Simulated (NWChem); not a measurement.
CH₃FSn, singlet; SMILES [CH3][Sn][F]

Results from NWChem. Low-valent species are run as closed-shell singlets; no triplet was tried in these runs. Structure relaxed at the PBE0/def2-SVP level. No frequency run checked for a minimum. def2 effective core potentials on Sn; no spin-orbit coupling. Ions are spin-unrestricted doublets at the neutral geometry; other ion states weren't tried.

Problem. What does the run give for PBE/def2-SVP? Quantities: vertical ionisation energy, ΔSCF (eV); −ε(HOMO) (eV).

Solution. 
```json
{
 "vertical ionisation energy, ΔSCF (eV)": "8.62",
 "−ε(HOMO) (eV)": "5.45"
}
```
